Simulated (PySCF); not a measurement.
CdCl2. Atoms are numbered in the order given.

```xyz
3

Cd     0.0000     0.0000     0.0000
Cl     0.0000     0.0000    -2.2851
Cl     0.0000     0.0000     2.2851
```

Geometry optimised at B3LYP-D3(BJ)/def2-TZVP. The isomer is the one that the SMILES or the coordinates give; other isomers of the formula were not compared. The def2 effective core potentials stand for the cores of Cd; spin–orbit coupling is left out.

Computed with TDDFT-PBE/def2-SVPD run with PySCF.

Vertical excitations; the highest root listed may be one member of a degenerate set. The molecule is in vacuum. State labels are in the subgroup D2h.

Computed UV-visible absorptions:
| state | symmetry | energy (eV) | λ (nm) | f | main pairs |
|---|---|---|---|---|---|
| S1 | B3g | 4.46 | 278 | 0.000 | HOMO→LUMO (degenerate set) |
| S2 | B2g | 4.46 | 278 | 0.000 | HOMO−1→LUMO (degenerate set) |
| S3 | B2u | 4.85 | 256 | 0.022 | HOMO−3→LUMO (degenerate set) |
| S4 | B3u | 4.85 | 256 | 0.022 | HOMO−2→LUMO (degenerate set) |
| S5 | B1u | 6.15 | 202 | 0.047 | HOMO−4→LUMO 47 %, HOMO→LUMO+1 27 %, HOMO−1→LUMO+2 27 % |
| S6 | Au | 6.23 | 199 | 0.000 | HOMO→LUMO+2 50 %, HOMO−1→LUMO+1 50 % |
| S7 | B1u | 6.27 | 198 | 0.000 | HOMO−1→LUMO+2, HOMO→LUMO+1 (degenerate set) |
| S8 | Au | 6.27 | 198 | 0.000 | HOMO−1→LUMO+1, HOMO→LUMO+2 (degenerate set) |
| S9 | Ag | 6.54 | 190 | 0.000 | HOMO−5→LUMO 55 %, HOMO−3→LUMO+1 23 %, HOMO−2→LUMO+2 23 % |
| S10 | B1g | 6.60 | 188 | 0.000 | HOMO−3→LUMO+2 50 %, HOMO−2→LUMO+1 50 % |
| T1 | B3g | 4.15 | 299 | 0 | HOMO→LUMO (degenerate set) |
| T2 | B2g | 4.15 | 299 | 0 | HOMO−1→LUMO (degenerate set) |
| T3 | B2u | 4.50 | 276 | 0 | HOMO−3→LUMO (degenerate set) |
| T4 | B3u | 4.50 | 276 | 0 | HOMO−2→LUMO (degenerate set) |
Triplets are in the Tamm–Dancoff approximation, which puts them higher than full response would, so one can lie above its singlet here.
